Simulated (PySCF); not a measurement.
Geometry:
```json
{"atom": "C1", "x (Å)": "-2.428", "y (Å)": "-1.069", "z (Å)": "0.707"}
{"atom": "C2", "x (Å)": "-1.960", "y (Å)": "0.309", "z (Å)": "0.258"}
{"atom": "C3", "x (Å)": "-0.502", "y (Å)": "0.381", "z (Å)": "-0.106"}
{"atom": "C4", "x (Å)": "0.396", "y (Å)": "-0.598", "z (Å)": "0.040"}
{"atom": "Si5", "x (Å)": "2.167", "y (Å)": "-0.307", "z (Å)": "-0.471"}
{"atom": "C6", "x (Å)": "3.166", "y (Å)": "-1.844", "z (Å)": "0.112"}
{"atom": "F7", "x (Å)": "2.636", "y (Å)": "-3.007", "z (Å)": "-0.417"}
{"atom": "O8", "x (Å)": "-0.024", "y (Å)": "1.540", "z (Å)": "-0.660"}
{"atom": "C9", "x (Å)": "-0.781", "y (Å)": "2.724", "z (Å)": "-0.612"}
{"atom": "H10", "x (Å)": "-3.495", "y (Å)": "-1.042", "z (Å)": "0.916"}
{"atom": "H11", "x (Å)": "-2.248", "y (Å)": "-1.807", "z (Å)": "-0.070"}
{"atom": "H12", "x (Å)": "-1.912", "y (Å)": "-1.379", "z (Å)": "1.612"}
{"atom": "H13", "x (Å)": "-2.548", "y (Å)": "0.616", "z (Å)": "-0.614"}
{"atom": "H14", "x (Å)": "-2.162", "y (Å)": "1.033", "z (Å)": "1.055"}
{"atom": "H15", "x (Å)": "0.079", "y (Å)": "-1.553", "z (Å)": "0.419"}
{"atom": "H16", "x (Å)": "2.787", "y (Å)": "0.842", "z (Å)": "0.204"}
{"atom": "H17", "x (Å)": "2.335", "y (Å)": "-0.189", "z (Å)": "-1.923"}
{"atom": "H18", "x (Å)": "4.207", "y (Å)": "-1.809", "z (Å)": "-0.214"}
{"atom": "H19", "x (Å)": "3.154", "y (Å)": "-1.973", "z (Å)": "1.197"}
{"atom": "H20", "x (Å)": "-0.158", "y (Å)": "3.484", "z (Å)": "-1.082"}
{"atom": "H21", "x (Å)": "-1.000", "y (Å)": "3.027", "z (Å)": "0.417"}
{"atom": "H22", "x (Å)": "-1.719", "y (Å)": "2.640", "z (Å)": "-1.170"}
```

[PySCF 2.14: GFN2-xTB geometry; NMR shieldings at PBE0/pcSseg-1/GIAO; a single conformation; one averaged value for each set of equivalent atoms; gas phase; non-relativistic]

Chemical shifts δ = σref − σ; ¹³C (186.93 ppm), ¹H (31.72 ppm), ²⁹Si (349.16 ppm) against TMS; ¹⁹F (170.95 ppm) against CFCl3; H2O for ¹⁷O (336.08 ppm), all at this level.

```csv
atoms,nucleus,count,δ (ppm)
C1,¹³C,1,12.5
H13/H14,¹H,2,2.25
Si5,²⁹Si,1,-60.3
C6,¹³C,1,78.9
H10/H11/H12,¹H,3,1.23
F7,¹⁹F,1,?
C2,¹³C,1,26.2
H20/H21/H22,¹H,3,3.85
H15,¹H,1,?
O8,¹⁷O,1,126.4
C9,¹³C,1,?
C4,¹³C,1,?
H18/H19,¹H,2,?
H16/H17,¹H,2,4.45
C3,¹³C,1,180.7
```

Complete the table.

## Answers


- C4: 90.6 ppm, β carbon of an enol-ether or enamine type C=C; the O or N lone pair pushes π density onto this β carbon and shields it
- C9: 54.9 ppm, methyl carbon bonded to O; deshielded by the electronegative neighbour
- H18/H19: 4.94 ppm, hydrogen on an sp3 CH2 bonded to F and Si; its carbon carries F, hence the downfield position
- H15: 4.56 ppm, hydrogen on a β carbon of an enol-ether or enamine type C=C; lone-pair donation from O or N shields it, upfield of ordinary alkene protons
- F7: -301.6 ppm, fluorine on an sp3 carbon

Shifts are as computed. Against solution values, carbons near 30 ppm lie about +3 ppm off and those near 130 ppm about +5 ppm. Of 1309 compounds with measured shifts, 239 miss one by over three times the rms of a fit or turn the order of signals round; such compounds aren't used in these exercises. Unscaled 19F shifts against computed CFCl3 carry errors that often reach 10 to 50 ppm. Experimental scales use liquid or dissolved standards, which lie at an offset from isolated H2O (liquid H2O: subtract about 36 ppm).
